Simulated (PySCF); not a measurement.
**Dipole moment and polarisability of `FC(F)(F)[C](F)(F)[GeH2][O][SiH3]`**

Species: C2H5F5GeOSi.
Cartesian coordinates in Å at the PBE0-D3(BJ)/def2-SVP level; atoms count from 1:
```xyz
15
C2H5F5GeOSi angstrom
F     -2.016   -0.764    1.531
C     -1.855   -0.885    0.214
F     -0.918   -1.796   -0.016
F     -2.996   -1.303   -0.314
C     -1.434    0.468   -0.372
F     -2.504    1.296   -0.289
F     -1.153    0.277   -1.680
Ge     0.112    1.372    0.533
O      1.384    0.175    0.766
Si     2.513   -0.623   -0.161
H      0.581    2.471   -0.432
H     -0.308    1.874    1.915
H      3.584   -1.120    0.748
H      1.892   -1.773   -0.881
H      3.105    0.313   -1.167
```

Level: CAM-B3LYP/def2-SVPD (PySCF), static field, nuclei fixed, core orbitals frozen in the response. The polarisability tensor in these axes (au):

```
x   94.01 -1.42 -0.06
y   -1.42 85.13  2.02
z   -0.06  2.02 79.41
```

Give the principal values, the mean and the anisotropy Δα = √{½[(α1 − α2)² + (α2 − α3)² + (α1 − α3)²]}.

Principal values 78.76, 85.55 and 94.25 au; mean 86.18 au = 12.77 Å³ = 14.21 × 10⁻⁴⁰ C²·m²/J; Δα = 13.44 au (16 % of the mean).

What is the dipole moment, and where does it point?

(1.29, 1.56, 0.41) D, 2.06 D in size, pointing from the negative to the positive side. Measured along this direction, the outermost atoms are F4 at the negative end and H11 at the positive end.

Refractivity n − 1 of an ideal gas of it at 400 K and 1 atm, from the electronic α?

N = p/kT = 1.8347 × 10¹⁹ cm⁻³, so n − 1 = 2π × N × 12.77 × 10⁻²⁴ cm³ = 1472 × 10⁻⁶ at long wavelengths, for an ideal gas.

Give the principal axes and the span of the nuclei along them.

Largest value along (0.99, -0.16, -0.03), where the nuclei span 6.44 Å; middle along (0.16, 0.94, 0.31), 4.13 Å; least along (-0.03, -0.31, 0.95), 3.40 Å. The response follows the extents in order.

Find the Langevin capture rate constant for NO+ (29.998 u) meeting this molecule (241.924 u), k = 2.342 × 10⁻⁹ cm³/s × √(α in Å³ / reduced mass in u).

The reduced mass is 26.69 u, so k = 1.62 × 10⁻⁹ cm³/s. The formula leaves out the permanent dipole, which adds to the capture rate.

Estimate the molar refractivity from the static electronic polarisability.

Lorentz–Lorenz: R = (4π/3)N_A α = 2.5225 cm³/(mol·Å³) × 12.77 Å³ = 32.2 cm³/mol, in the limit of long wavelengths.

How large is μ²/3kT at 250 K beside α?

In Gaussian units μ²/3kT = 41.11 Å³ against 12.77 Å³, a ratio of 3.22; the Debye molar polarisation (4π/3)N_A(α + μ²/3kT) is 135.9 cm³/mol, leaving out the vibrational part.

One conformer (not necessarily the lowest) at the PBE0-D3(BJ)/def2-SVP geometry, without solvent, vibrations or thermal averaging. The calculation is non-relativistic, for germanium too.
